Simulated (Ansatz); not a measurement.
A short molecular-dynamics run on Ti₂F₂.

```yaml
crystal:
  periodic: [false, false, false]
  atoms:
    - {symbol: Ti, position_ang: [1.068794, -0.268641, 0.307015]}
    - {symbol: Ti, position_ang: [-0.256277, 0.024527, -1.114914]}
    - {symbol: F, position_ang: [-0.724504, -1.091601, 0.450612]}
    - {symbol: F, position_ang: [-0.088012, 1.335715, 0.357277]}
basis:
  gaussian: {orbitals: "6-31G*"}
magnetization: {spin_polarized: true, initial_magnetization: 0}
hamiltonian: {xc: {name: BLYP}}
md: {timestep: 0.5 fs, n_steps: 15, ensemble: nvt_langevin, temperature: 1000, initial_velocities: maxwell_boltzmann, friction: 0.01, seed: 12}
scf: {omitted_lower_state_checks: [starts]}
```

```sh
$ ansatz run in.yaml --threads 4 --pin off --events-out ev --progress --plain --max-ram 3916MiB
```

| step | time (fs) | potential energy (eV) | kinetic (eV) | T (K) |
| --- | --- | --- | --- | --- |
| 0 | 0.0 | -51662.3362 | 0.3878 | 750 |
| 1 | 0.5 | -51662.3372 | 0.4079 | 789 |
| 2 | 1.0 | -51662.3377 | 0.4075 | 788 |
| 3 | 1.5 | -51662.3377 | 0.3891 | 753 |
| 4 | 2.0 | -51662.3373 | 0.3542 | 685 |
| 5 | 2.5 | -51662.3366 | 0.3731 | 722 |
| 6 | 3.0 | -51662.3356 | 0.3530 | 683 |
| 7 | 3.5 | -51662.3346 | 0.3461 | 669 |
| 8 | 4.0 | -51662.3332 | 0.3239 | 626 |
| 9 | 4.5 | -51662.3314 | 0.3274 | 633 |
| 10 | 5.0 | -51662.3290 | 0.2795 | 540 |
| 11 | 5.5 | -51662.3258 | 0.3364 | 651 |
| 12 | 6.0 | -51662.3221 | 0.2931 | 567 |
| 13 | 6.5 | -51662.3182 | 0.2794 | 540 |
| 14 | 7.0 | -51662.3142 | 0.2972 | 575 |
| 15 | 7.5 | -51662.3102 | 0.3032 | 586 |

Velocities are drawn at the set temperature; a run this short doesn't reach equilibrium. Under Langevin dynamics the printed temperature counts 3N degrees of freedom, so it starts below the set value.

The 6-31G sets use Cartesian d functions.

Frames (Å, forces in eV/Å):

```xyz
4
time=0.0 fs
Ti    1.069   -0.269    0.307    0.669   -0.161    0.364
Ti   -0.256    0.025   -1.115   -0.327    0.058   -0.701
F    -0.725   -1.092    0.451   -0.237   -0.197    0.178
F    -0.088    1.336    0.357   -0.106    0.300    0.160
4
time=0.5 fs
Ti    1.067   -0.271    0.306    0.665   -0.137    0.394
Ti   -0.254    0.025   -1.117   -0.355    0.091   -0.652
F    -0.727   -1.088    0.453   -0.229   -0.196    0.151
F    -0.087    1.337    0.363   -0.081    0.242    0.107
4
time=1.0 fs
Ti    1.066   -0.274    0.305    0.657   -0.111    0.424
Ti   -0.253    0.026   -1.119   -0.384    0.122   -0.603
F    -0.729   -1.085    0.455   -0.220   -0.195    0.123
F    -0.086    1.338    0.368   -0.053    0.184    0.056
4
time=1.5 fs
Ti    1.065   -0.277    0.303    0.643   -0.089    0.453
Ti   -0.251    0.027   -1.121   -0.412    0.146   -0.551
F    -0.732   -1.081    0.458   -0.204   -0.191    0.091
F    -0.085    1.339    0.372   -0.026    0.134    0.007
4
time=2.0 fs
Ti    1.063   -0.280    0.302    0.627   -0.070    0.478
Ti   -0.250    0.029   -1.123   -0.437    0.168   -0.501
F    -0.735   -1.077    0.461   -0.189   -0.187    0.060
F    -0.084    1.340    0.377   -0.001    0.089   -0.037
4
time=2.5 fs
Ti    1.062   -0.282    0.301    0.606   -0.048    0.498
Ti   -0.248    0.030   -1.125   -0.456    0.188   -0.448
F    -0.738   -1.073    0.464   -0.174   -0.184    0.031
F    -0.083    1.341    0.381    0.024    0.044   -0.081
4
time=3.0 fs
Ti    1.062   -0.285    0.301    0.574   -0.028    0.516
Ti   -0.247    0.031   -1.127   -0.474    0.206   -0.390
F    -0.741   -1.069    0.466   -0.150   -0.176   -0.002
F    -0.082    1.343    0.386    0.050   -0.003   -0.124
4
time=3.5 fs
Ti    1.061   -0.287    0.300    0.532   -0.008    0.529
Ti   -0.245    0.032   -1.129   -0.487    0.222   -0.323
F    -0.744   -1.066    0.469   -0.121   -0.162   -0.037
F    -0.081    1.344    0.390    0.075   -0.052   -0.169
4
time=4.0 fs
Ti    1.061   -0.289    0.299    0.484    0.010    0.536
Ti   -0.244    0.033   -1.131   -0.495    0.235   -0.251
F    -0.748   -1.063    0.471   -0.088   -0.145   -0.073
F    -0.079    1.345    0.395    0.099   -0.100   -0.212
4
time=4.5 fs
Ti    1.061   -0.291    0.298    0.435    0.030    0.543
Ti   -0.243    0.034   -1.133   -0.502    0.247   -0.180
F    -0.751   -1.060    0.474   -0.056   -0.129   -0.109
F    -0.077    1.347    0.400    0.122   -0.148   -0.254
4
time=5.0 fs
Ti    1.061   -0.293    0.297    0.392    0.050    0.552
Ti   -0.242    0.036   -1.135   -0.511    0.259   -0.117
F    -0.754   -1.057    0.476   -0.027   -0.116   -0.141
F    -0.075    1.348    0.404    0.146   -0.193   -0.293
4
time=5.5 fs
Ti    1.061   -0.296    0.296    0.357    0.072    0.567
Ti   -0.241    0.037   -1.136   -0.525    0.275   -0.063
F    -0.757   -1.053    0.478   -0.003   -0.109   -0.170
F    -0.074    1.350    0.408    0.171   -0.238   -0.333
4
time=6.0 fs
Ti    1.060   -0.298    0.295    0.329    0.091    0.586
Ti   -0.239    0.038   -1.138   -0.542    0.291   -0.017
F    -0.760   -1.050    0.480    0.018   -0.104   -0.198
F    -0.073    1.351    0.413    0.195   -0.278   -0.371
4
time=6.5 fs
Ti    1.060   -0.300    0.294    0.309    0.104    0.610
Ti   -0.238    0.039   -1.140   -0.563    0.305    0.019
F    -0.762   -1.046    0.482    0.039   -0.099   -0.224
F    -0.072    1.352    0.417    0.215   -0.310   -0.404
4
time=7.0 fs
Ti    1.059   -0.302    0.292    0.290    0.113    0.634
Ti   -0.237    0.041   -1.141   -0.586    0.316    0.052
F    -0.766   -1.043    0.484    0.064   -0.090   -0.252
F    -0.070    1.353    0.421    0.233   -0.338   -0.434
4
time=7.5 fs
Ti    1.059   -0.304    0.291    0.269    0.119    0.657
Ti   -0.236    0.042   -1.142   -0.608    0.325    0.085
F    -0.769   -1.040    0.486    0.090   -0.080   -0.280
F    -0.068    1.354    0.425    0.249   -0.364   -0.462
```

Hardware: 4 threads of Arm Neoverse V1 on a shared host. Wall time 58 s.
